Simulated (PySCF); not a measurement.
This PySCF input asks for the NMR shieldings of `C[SiH2]O[C@H](CCl)O[SiH3]`, C$_{3}$H$_{11}$ClO$_{2}$Si$_{2}$; the geometry comes from GFN2-xTB.

```python
import basis_set_exchange as bse
import numpy as np
from pyscf import gto, dft
from pyscf.prop import nmr

atoms = """
C     2.519288   -0.797602    1.039377
Si    1.569572   -0.723050   -0.591208
O     0.196462    0.054298   -0.156817
C    -0.960782    0.226714   -0.881263
C    -1.093568    1.681501   -1.339782
Cl    0.061392    2.035860   -2.622284
O    -2.053332   -0.072930   -0.104830
Si   -1.967309   -0.365312    1.505656
H     3.506108   -1.216657    0.876317
H     2.645497    0.189968    1.473016
H     2.011348   -1.416122    1.773749
H     1.235622   -2.053503   -1.115847
H     2.270554    0.038753   -1.627632
H    -0.971281   -0.435850   -1.763605
H    -0.888390    2.344018   -0.498984
H    -2.098085    1.852046   -1.725151
H    -1.244761   -1.605220    1.789010
H    -3.400572   -0.473300    1.734196
H    -1.347568    0.745640    2.228622
"""
names = dict.fromkeys(["C", "Si", "O", "Cl", "H"], "pcSseg-1")
basis = {el: gto.basis.parse(bse.get_basis(n, elements=[el], fmt="nwchem")) for el, n in names.items()}
mol = gto.M(atom=atoms, basis=basis, charge=0, verbose=0)
mf = dft.RKS(mol, xc="PBE0")
mf.grids.level = 2
mf.grids.alignment = dft.numint.BLKSIZE   # the property module wants whole blocks of grid points
mf.conv_tol = 1e-9
mf.kernel()

calc = nmr.RKS(mf)   # GIAO
C = mf.mo_coeff
Co = C[:, mf.mo_occ > 0]
resp = mf.gen_response(singlet=True, hermi=2)
def vind(x):   # induced exchange potential for any number of trial vectors
    d = np.einsum("pi,xij,qj->xpq", C, 2 * x.reshape(-1, C.shape[1], Co.shape[1]), Co, optimize=True)
    return np.einsum("xpq,pi,qj->xij", resp(d - d.transpose(0, 2, 1)), C, Co, optimize=True).ravel()
mo1, _ = nmr.rhf.solve_mo1(calc, with_cphf=vind)
sigma = calc.kernel(mo1)
for i, s in enumerate(sigma):   # ppm
    print("%2d %-2s %9.2f" % (i, mol.atom_pure_symbol(i), np.trace(s) / 3))
```

Question: What are the results?

Answer: 
```
 0 C     190.28
 1 Si    360.39
 2 O     263.52
 3 C      88.03
 4 C     132.01
 5 Cl    893.65
 6 O     264.38
 7 Si    396.03
 8 H      31.92
 9 H      31.07
10 H      31.03
11 H      26.56
12 H      26.27
13 H      26.50
14 H      28.17
15 H      28.13
16 H      26.98
17 H      27.11
18 H      26.90
```

These numbers come from an equivalent density-fitted implementation of the same equations, which agrees with the script to about 0.01 ppm for H and up to a few tenths of a ppm for heavy atoms, so last digits may differ.

Question: Turn these shieldings into chemical shifts. δ = σ(ref) − σ, references computed at the same level: 13C (σref 186.93), 29Si (σref 349.16), 1H (σref 31.72) against TMS; H2O for 17O (σref 336.08); HCl for 35Cl (σref 949.78).

Answer: Averaging equivalent atoms: C 3: 98.9; C 4: 54.9; C 0: -3.4; Si 1: -11.2; Si 7: -46.9; O 2: 72.6; O 6: 71.7; Cl 5: 56; H 12: 5.45; H 13: 5.22; H 11: 5.15; H 16/17/18: 4.72; H 15: 3.59; H 14: 3.54; H 8/9/10: 0.38 ppm. Experimental scales use liquid or dissolved standards, which lie at an offset from isolated H2O (liquid H2O: subtract about 36 ppm).

Size and cost of the density-fitted run: 212 basis functions, 2.1 min wall time (100 s CPU) on 1 thread of an Intel Xeon, shared host; peak memory 1 GiB.
